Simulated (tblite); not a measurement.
C8H14Si.
Atom-mapped SMILES: `[SiH3:1]/[C:2]1=[CH:3]/[CH2:4][CH2:5]/[CH:6]=[CH:7]\[CH2:8][CH2:9]1` (hydrogens: H10, H11, H12 on Si1; H13 on C3; H14, H15 on C4; H16, H17 on C5; H18 on C6; H19 on C7; H20, H21 on C8; H22, H23 on C9)

Geometry (GFN2-xTB, Å), atoms numbered from 1 in this order:
```
atom  x, y, z in Å
Si1    2.529   -1.124    0.689
C2     0.919   -0.697   -0.188
C3    -0.154   -1.480   -0.099
C4    -1.518   -1.254   -0.691
C5    -2.088    0.169   -0.492
C6    -1.667    0.753    0.820
C7    -0.549    1.432    1.026
C8     0.503    1.770    0.007
C9     0.889    0.610   -0.931
H10    2.405   -2.417    1.361
H11    2.852   -0.088    1.676
H12    3.611   -1.172   -0.301
H13   -0.065   -2.405    0.457
H14   -1.493   -1.477   -1.764
H15   -2.203   -1.969   -0.232
H16   -3.178    0.109   -0.535
H17   -1.767    0.824   -1.301
H18   -2.328    0.563    1.655
H19   -0.347    1.802    2.023
H20    0.165    2.619   -0.597
H21    1.398    2.091    0.543
H22    1.880    0.822   -1.341
H23    0.200    0.546   -1.773
```

Level: GFN2-xTB in tblite, geometry and Hessian alike; calculated harmonic values, unscaled, isolated species. Against measured fundamentals such values can be off by several per cent, at times by over 20. Modes of hydrogen on silicon can be 10 to 20 % off. One conformer, not necessarily the lowest.

Harmonic wavenumbers (cm⁻¹): 58.7, 71.6, 136.5, 172.8, 192.3, 242.7, 263.8, 328.8, 367.7, 432.9, 473.6, 545.2, 553.3, 588.3, 646.7, 722.2, 770.8, 777.2, 795.0, 798.5, 811.8, 853.9, 878.6, 913.3, 921.9, 948.1, 966.4, 1029.7, 1048.6, 1095.6, 1113.8, 1147.8, 1167.1, 1184.0, 1193.6, 1214.1, 1274.9, 1306.5, 1311.4, 1334.7, 1342.8, 1349.0, 1372.9, 1474.1, 1475.5, 1487.4, 1521.0, 1684.9, 1729.3, 2221.8, 2232.3, 2265.3, 2924.6, 2926.0, 2952.1, 2965.9, 2982.2, 2983.4, 2997.2, 3008.2, 3036.3, 3043.2, 3060.9.

A = 2112, B = 1082, C = 877.2 MHz; mass 138.086 u (most abundant isotopes); point group C1, symmetry number 1.

Task: Zero-point energy?

Result: Half the sum of the wavenumbers: 41845 cm⁻¹ = 500.58 kJ/mol.

Task: Entropy at 400 K, 1 bar (ideal gas, RRHO, classical rotation)?

Result: Translation 176.42, rotation 126.93, vibration 167.69: S = 471.0 J/(mol K).

Task: And Cp and H(400 K) − H(0)?

Result: Cp = 229.58 J/(mol K), of which vibrations give 196.32 (their classical limit is 63 R = 523.8); H(400 K) − H(0) = 50.19 kJ/mol without the zero-point energy, 36.88 from vibrations.

Task: Blend soft modes into free rotors: weight 1/[1 + (100 cm⁻¹/ν̃)⁴] for the oscillator and the rest for a rotor with moment μB/(μ + B), μ = h/(8π²ν), B = 10⁻⁴⁴ kg m². What vibrational entropy results?

Result: 157.68 J/(mol K) in place of 167.69, which changes −T·S at 400 K by +4.00 kJ/mol.

Task: What must be added to the electronic energy to get the Gibbs energy at 400 K and 1 bar?

Result: ZPE + [H(400 K) − H(0)] − T·S = 500.58 + 50.19 − 188.42 = 362.35 kJ/mol.

Task: How do the functions run with temperature in this model?

Result: 
| T (K) | S (J/(mol K)) | Cp (J/(mol K)) | H − H(0) (kJ/mol) | G − H(0) (kJ/mol) | ln q(vib) |
| --- | --- | --- | --- | --- | --- |
| 50 | 244.2 | 51.5 | 2.01 | -10.20 | 0.37 |
| 100 | 287.3 | 75.2 | 5.18 | -23.55 | 1.38 |
| 298.15 | 411.8 | 175.2 | 29.53 | -93.26 | 6.31 |
| 373.15 | 455.6 | 215.8 | 44.21 | -125.79 | 8.34 |
| 500 | 527.4 | 275.7 | 75.52 | -188.17 | 11.89 |
| 750 | 656.4 | 360.0 | 155.79 | -336.52 | 18.97 |
| 1000 | 768.0 | 414.7 | 253.10 | -514.92 | 25.78 |

q(vib) and H(0) count from the zero-point level.

Hindered rotation and anharmonicity are outside this model. Other conformers, if any are populated, would add a mixing term that is left out. The structure is chiral; the term R ln 2 for an equal mix with its mirror image is left out.
